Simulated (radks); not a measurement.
Polarisabilities and homonuclear dispersion coefficients (atomic units). Level of theory: scalar-relativistic Kohn-Sham, LDA (Slater exchange, Perdew-Wang correlation), spin-unpolarised, spherical densities, finite nucleus; Fermi nuclear charge, rms radius of each element as measured or else 0.836 A^(1/3) + 0.57 fm (a radial shooting solver on a logarithmic mesh with Libxc functionals). Response by self-consistent Sternheimer equations with the Hartree and adiabatic LDA kernel, the relativistic mass of each level held fixed and spin-orbit coupling left out. For heavy and open-shell atoms this level of theory can miss by tens of per cent. "Uncoupled" leaves out the induced potential. Quadrupole and octupole values are given only where no p, d or f shell is open.

| species | configuration | alpha1 (bohr^3) | alpha1, uncoupled | alpha2 (bohr^5) | alpha3 (bohr^7) | C6 | C8 | recommended alpha1 |
|---|---|---|---|---|---|---|---|---|
| Pr2+ | [Xe] 4f3 | 17.71 | 73.33 | - | - | 70.53 | - | - |
| Ti | [Ar] 3d2 4s2 | 93.53 | 180.7 | - | - | 1052 | - | 87 +/- 10 |
| Tl+ | [Hg] | 19.33 | 38.69 | 89.20 | 936.8 | 155.7 | 3931 | - |
| Lu | [Xe] 4f14 5d1 6s2 | 138.8 | 303.4 | - | - | 1573 | - | 137 +/- 7 |
| Fe | [Ar] 3d6 4s2 | 53.80 | 99.69 | - | - | 467.4 | - | 62 +/- 4 |

Recommended values: Schwerdtfeger and Nagle, table of static dipole polarisabilities (2023 update), measured or computed.

Beside tabulated values, note that spin-unpolarised runs miss the spin-polarisation part of the exchange energy of open shells.
